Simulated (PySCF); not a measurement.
PySCF input for C₄H₈S, SMILES C1CCSC1, SMD-PBE0/6-31G*. The structure is a stationary point at B3LYP-D3(BJ)/def2-SVP. Other conformers were not sampled.

```python
import numpy as np
from pyscf import gto, scf, dft
from pyscf.solvent import smd

mol = gto.M(
    atom='''
    C    -0.27530712   -0.71422586    1.28413035
    C     0.27530713    0.71422584    1.28413035
    C    -0.13713418    1.34037596   -0.04999524
    S     0.00000000    0.00000001   -1.31710883
    C     0.13713418   -1.34037595   -0.04999525
    H     0.09836199   -1.30597479    2.13565565
    H    -1.37561296   -0.68631542    1.35694429
    H    -0.09836200    1.30597477    2.13565566
    H     1.37561297    0.68631542    1.35694431
    H    -1.17759414    1.69981583   -0.01745288
    H     0.50864784    2.18053886   -0.34308706
    H     1.17759414   -1.69981583   -0.01745289
    H    -0.50864784   -2.18053886   -0.34308709
    ''',
    basis='6-31G*',
    charge=0,
    spin=0,
    max_memory=1600,
    verbose=3,
)
mf = dft.RKS(mol, xc='pbe0').density_fit(auxbasis='def2-universal-jkfit')
mf.grids.level = 3
mf.conv_tol = 1e-9
mf.max_cycle = 100
mf.kernel()
res = {}
for name in ['water', 'acetonitrile', 'chlorobenzene']:
    s = mf.SMD()
    s.with_solvent.solvent, s.with_solvent.sasa_ng = name, 194
    s.kernel(mf.make_rdm1())
    res[name] = (s.e_tot, s.with_solvent.get_cds(), s.dip_moment(), s.mo_energy, s.converged)
    print(f'SMD {name}: dG(solv) = {(s.e_tot - mf.e_tot) * 627.509474:.3f} kcal/mol, of which CDS {res[name][1] * 627.509474:.3f}')
```

It prints:

```
converged SCF energy = -555.085651494657
converged SCF energy = -555.088553887242
Dipole moment(X, Y, Z, Debye):  0.00000,  0.00000,  2.98914
SMD water: dG(solv) = -1.821 kcal/mol, of which CDS 1.733
converged SCF energy = -555.094666550792
Dipole moment(X, Y, Z, Debye):  0.00000,  0.00000,  2.97078
SMD acetonitrile: dG(solv) = -5.657 kcal/mol, of which CDS -2.188
converged SCF energy = -555.0950523164
Dipole moment(X, Y, Z, Debye):  0.00000,  0.00000,  2.81045
SMD chlorobenzene: dG(solv) = -5.899 kcal/mol, of which CDS -3.181
```

The calculation finished and met its thresholds.

Cost: roughly 60 core-seconds.
